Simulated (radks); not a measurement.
Species: As4+. Configuration: [Ar] 3d10 4s1. All-electron calculation, scalar-relativistic Kohn-Sham, PBE, spin-polarised, spherical densities, point nucleus; open shells are filled with parallel spins first. Program: a radial shooting solver on a logarithmic mesh with Libxc functionals.

Normalised radial functions P(r) = r R(r), r in bohr:

| r | 3s down | 3p up |
|---|---|---|
| 0.002582 | 0.1194 | 0.0031 |
| 0.003362 | 0.1501 | 0.0051 |
| 0.004378 | 0.1872 | 0.0082 |
| 0.005701 | 0.2309 | 0.0134 |
| 0.007423 | 0.2805 | 0.0216 |
| 0.009589 | 0.3323 | 0.0343 |
| 0.01249 | 0.3851 | 0.0546 |
| 0.01626 | 0.4293 | 0.0859 |
| 0.02117 | 0.4523 | 0.1329 |
| 0.02757 | 0.4362 | 0.2008 |
| 0.0359 | 0.3599 | 0.2940 |
| 0.04674 | 0.2041 | 0.4128 |
| 0.06086 | -0.0372 | 0.5478 |
| 0.07925 | -0.3388 | 0.6724 |
| 0.1032 | -0.6277 | 0.7371 |
| 0.1344 | -0.7805 | 0.6726 |
| 0.175 | -0.6607 | 0.4141 |
| 0.226 | -0.2214 | -0.0345 |
| 0.2943 | 0.4687 | -0.6166 |
| 0.3832 | 1.1274 | -1.1324 |
| 0.499 | 1.4438 | -1.3742 |
| 0.6498 | 1.3007 | -1.2588 |
| 0.8461 | 0.8643 | -0.8943 |
| 1.102 | 0.4187 | -0.4873 |
| 1.435 | 0.1412 | -0.1956 |
| 1.868 | 0.0306 | -0.0538 |
| 2.432 | 0.0038 | -0.0091 |
| 3.167 | 0.0002 | -0.0008 |
| 4.124 | 0.0000 | 0.0000 |
| 5.37 | 0.0000 | 0.0000 |

3s down: eigenvalue -240.47 eV, 2 radial nodes at r = 0.0587, 0.248 bohr, <r> = 0.597 bohr, 90 % of the charge inside 0.892 bohr. 3p up: eigenvalue -183.99 eV, 1 radial node at r = 0.222 bohr, <r> = 0.616 bohr, 90 % of the charge inside 0.945 bohr.
